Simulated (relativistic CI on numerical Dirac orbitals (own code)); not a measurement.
Hyperfine structure of Fe³⁺, mass number 57

Computed by Dirac-Coulomb-Breit CI, separate exchange-only KLI orbitals for each configuration, a model potential for QED, valence Slater integrals scaled by 0.85, P86 correlation energy added to each configuration (own radial code, finite nucleus).

Configuration list (outside the closed core [Ne]): 3s²3p⁶3d⁵, 3s²3p⁶3d⁴4s, 3s²3p⁶3d⁴4p, 3s²3p⁶3d⁴4d, 3s²3p⁶3d⁴5s, 3s²3p⁶3d³4s², 3s²3p⁵3d⁶, 3s²3p⁶3d⁴5p, 3s²3p⁶3d⁴4f, 3s²3p⁶3d⁴5d, 3s²3p⁶3d³4s4p, 3s²3p⁶3d⁴5f, 3s²3p⁶3d⁴5g, 3s²3p⁶3d³4p², 3s3p⁶3d⁶. Levels of other configurations are missing.

Nuclear spin I = 1/2, μ = 0.09064 μN (tables of Stone and Pyykkö). The electronic factors are computed for point nuclear moments, without core polarisation; leaving it out makes A of s and p electrons in near-neutral atoms 20 to 40 % too small, and it can dominate for d and f shells.

```csv
Level,E (cm⁻¹),A (MHz)
3s²3p⁶3d⁵ ⁴G11/2,31182.5,82.26
3s²3p⁶3d⁵ ⁴G9/2,31229.7,78.67
3s²3p⁶3d⁵ ⁴G5/2,31244.4,108.2
3s²3p⁶3d⁵ ⁴G7/2,31245.7,83.83
3s²3p⁶3d⁵ ⁴P5/2,35423.6,34.22
3s²3p⁶3d⁵ ⁴P3/2,35507.3,59.28
3s²3p⁶3d⁵ ⁴P1/2,35595.5,-80.16
3s²3p⁶3d⁵ ⁴D7/2,38149.7,52.56
```

Levels with J = 0, under 50 % of one LS term, or S terms without an open s electron are left out. Small factors come from cancelling terms and can be off by tens of per cent or more.

For a near-neutral ion this model can misplace configurations by up to about 10,000 cm⁻¹ (more where the count of f electrons changes) and terms by 10 to 25 % of their spread. Rates follow the energies as ν³ (E1, M1) or ν⁵ (E2), so they and the lifetimes can be off by large factors. The fine structure of a lone outer electron comes out too small, for d and f at times inverted, and misplaced configurations move strength between like terms. 54 of the 54 excited levels that our extract of the measured tables holds in this range could be paired (the sources list more); they are missed by 1071 cm⁻¹ on average and 1962 at most, and levels without a partner can miss by more. Some levels of the ground configuration have no partner and can miss by 10 % or more.

(1) Give the hyperfine levels of 3s²3p⁶3d⁵ ⁴G11/2 relative to its centre of gravity.

Answers

(1) With K = F(F + 1) − I(I + 1) − J(J + 1), E = AK/2: F = 5: -267.3, F = 6: 226.2 MHz.
